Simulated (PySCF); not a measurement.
**AsH⁺: energy against distance**

Set-up: As def2-SVPD, H def2-SVPD; no relativity (PySCF 2.14). Energies in eV from As⁺ + H in their ground configurations at the same level. State: ²Π (doublet), unpaired electrons π ↑.

All columns are PBE0. A positive dipole points towards H; it is taken about the centre of mass and depends on that origin.

```json
{"R (Å)": "1.323", "E (eV)": "-2.522", "μ (D)": "0.92", "Mulliken charge on As (basis-dependent)": "0.78", "HOMO (eV)": "-15.09", "LUMO (eV)": "-12.59", "Mayer bond order": "0.84", "⟨S²⟩": "0.75"}
{"R (Å)": "1.385", "E (eV)": "-2.835", "μ (D)": "0.89", "Mulliken charge on As (basis-dependent)": "0.79", "HOMO (eV)": "-15.06", "LUMO (eV)": "-12.56", "Mayer bond order": "0.88", "⟨S²⟩": "0.75"}
{"R (Å)": "1.447", "E (eV)": "-3.015", "μ (D)": "0.86", "Mulliken charge on As (basis-dependent)": "0.80", "HOMO (eV)": "-15.03", "LUMO (eV)": "-12.54", "Mayer bond order": "0.91", "⟨S²⟩": "0.75"}
{"R (Å)": "1.493", "E (eV)": "-3.082", "μ (D)": "0.85", "Mulliken charge on As (basis-dependent)": "0.81", "HOMO (eV)": "-15.02", "LUMO (eV)": "-12.52", "Mayer bond order": "0.92", "⟨S²⟩": "0.75"}
{"R (Å)": "1.539", "E (eV)": "-3.102", "μ (D)": "0.83", "Mulliken charge on As (basis-dependent)": "0.81", "HOMO (eV)": "-15.00", "LUMO (eV)": "-12.50", "Mayer bond order": "0.94", "⟨S²⟩": "0.75"}
{"R (Å)": "1.585", "E (eV)": "-3.084", "μ (D)": "0.83", "Mulliken charge on As (basis-dependent)": "0.81", "HOMO (eV)": "-14.98", "LUMO (eV)": "-12.49", "Mayer bond order": "0.95", "⟨S²⟩": "0.75"}
{"R (Å)": "1.647", "E (eV)": "-3.012", "μ (D)": "0.82", "Mulliken charge on As (basis-dependent)": "0.82", "HOMO (eV)": "-14.97", "LUMO (eV)": "-12.47", "Mayer bond order": "0.96", "⟨S²⟩": "0.75"}
{"R (Å)": "1.724", "E (eV)": "-2.866", "μ (D)": "0.83", "Mulliken charge on As (basis-dependent)": "0.82", "HOMO (eV)": "-14.94", "LUMO (eV)": "-12.45", "Mayer bond order": "0.97", "⟨S²⟩": "0.75"}
{"R (Å)": "1.816", "E (eV)": "-2.633", "μ (D)": "0.85", "Mulliken charge on As (basis-dependent)": "0.82", "HOMO (eV)": "-14.92", "LUMO (eV)": "-12.43", "Mayer bond order": "0.97", "⟨S²⟩": "0.76"}
{"R (Å)": "1.939", "E (eV)": "-2.268", "μ (D)": "0.90", "Mulliken charge on As (basis-dependent)": "0.82", "HOMO (eV)": "-14.89", "LUMO (eV)": "-12.40", "Mayer bond order": "0.97", "⟨S²⟩": "0.76"}
```

A fit through these points gives, at Re = 1.538 Å, μ = 0.83 D and dμ/dR = -0.216 D/Å; the reduced mass is 0.9944 u.

**Question.** How strong is the fundamental in the double-harmonic approximation, I = 42.26·(dμ/dR)²/μred km/mol?

**Answer.** I = 42.26·(-0.216)²/0.9944 = 1.98 km/mol at PBE0.

Spin–orbit coupling is left out. For an ion De counts to the pair picked by the measured ionisation energies or electron affinities, which need not be the lowest pair at this level. The state is the lowest determinant that a PBE0 search found; another state may lie lower at other levels.
